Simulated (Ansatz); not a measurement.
Ansatz results at the PBE0-D4/def2-TZVP geometry: LUMO energy (PBE0/def2-TZVPP) -0.64 eV; size of the dipole moment (PBE/def2-TZVPP) 2.43 D; HOMO–LUMO gap (B3LYP/def2-TZVPP) 6.35 eV.

Problem. Which molecule gave them?
A. `FC1(F)C=CO1`
B. `FC/C=C/[SiH3]`
C. `F[CH2][ZnH]`
D. `CSCF`

Solution. A. The others give `CSCF`: 0.79, 1.64, 7.20; `FC/C=C/[SiH3]`: -0.42, 1.59, 6.95; `F[CH2][ZnH]`: -0.77, 1.51, 6.14.

B3LYP here is the variant with VWN-RPA as its local correlation; programs differ in this.
